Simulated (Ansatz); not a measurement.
Sn(OH)4 (SnO₄H₄). Total charge 0; triplet. Geometry r2SCAN-D4/def2-SVP, that of the neutral singlet; atoms count from 1.

```xyz
9

Sn    0.0001    0.0001   -0.0006
O     1.5356    0.6778    1.0384
H     2.1634    1.1251    0.4507
O    -0.6978   -1.5388    1.0198
H     0.0166   -1.9534    1.5270
O     0.6960   -0.3574   -1.8130
H    -0.0188   -0.2864   -2.4637
O    -1.5341    1.2178   -0.2453
H    -2.1610    1.1152    0.4867
```

In the def2 sets Sn takes a core potential; there is no spin–orbit coupling. At PBE0-D4/def2-TZVP a singlet of charge 0 lies 5.18 eV below the triplet at the same geometry.

Problem. Estimate the Mulliken populations from the PBE0/def2-TZVP orbitals of Ansatz.

Solution. 
| atom | charge (e) | spin (α − β) |
| --- | --- | --- |
| Sn1 | 0.92 | 0.59 |
| O2 | -0.52 | 0.31 |
| H3 | 0.29 | 0.04 |
| O4 | -0.52 | 0.31 |
| H5 | 0.29 | 0.04 |
| O6 | -0.52 | 0.31 |
| H7 | 0.29 | 0.04 |
| O8 | -0.52 | 0.31 |
| H9 | 0.29 | 0.04 |
Mulliken values and Mayer orders depend strongly on the basis.

Problem. Where does the spin sit?

Solution. Summed by element: Sn 0.59, O 1.25, H 0.15, of 2 unpaired in all. Largest on single atoms: Sn1 0.59, O8 0.31, O6 0.31.

Problem. And the Mayer bond orders between bonded heavy atoms (over 0.3)?

Solution. Sn1–O2 0.67 (1.97 Å); Sn1–O4 0.67 (1.97 Å); Sn1–O6 0.67 (1.97 Å); Sn1–O8 0.67 (1.97 Å).
